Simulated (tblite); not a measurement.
Task: Give a GFN2-xTB geometry of InChI=1S/C5H5O2PS/c1-7-5(6)4-2-9-3-8-4/h2-3H,1H3.

Result: 
```xyz
14
C5H5O2PS angstrom
C     -2.695    0.585   -0.562
O     -1.280    0.560   -0.503
C     -0.729   -0.374    0.291
O     -1.360   -1.170    0.939
C      0.731   -0.253    0.229
C      1.577   -1.062    0.927
S      3.241   -0.768    0.727
C      3.027    0.538   -0.370
P      1.445    1.006   -0.804
H     -3.112    0.768    0.430
H     -2.959    1.391   -1.242
H     -3.076   -0.369   -0.932
H      1.262   -1.855    1.581
H      3.927    1.001   -0.732
```

Orientation and origin are arbitrary. Atoms count from 1 in this order. Of the pairs four or more bonds apart, O4···H12 is among the closest relative to their van der Waals radii: 2.66 Å, 98 % of the sum of Bondi's values. The 2 C–C bonds span 1.363 Å (C5–C6, aromatic) to 1.467 Å (C3–C5, drawn single), a spread of 0.104 Å. The 9 heavy atoms lie in one plane (0.000 Å rms). O2 (ester single-bonded oxygen) is bent (angle 116.5°).

Bonds between heavy atoms (Å): C1–O2 1.417, O2–C3 1.344, C3=O4 1.205, C3–C5 1.467, C5–C6 1.363, C6–S7 1.702, S7–C8 1.719, C8–P9 1.705, C5–P9 1.779.

The geometry is computed with GFN2-xTB (gas phase).

Point group: Cs (every atom within 0.08 Å of its image). Its lowest GFN2-xTB frequency is 19i cm⁻¹, too small to tell a flat minimum from a shallow saddle. The numbers are those of one conformer (C1–O2–C3–O4 0°, O2–C3–C5–C6 180°).
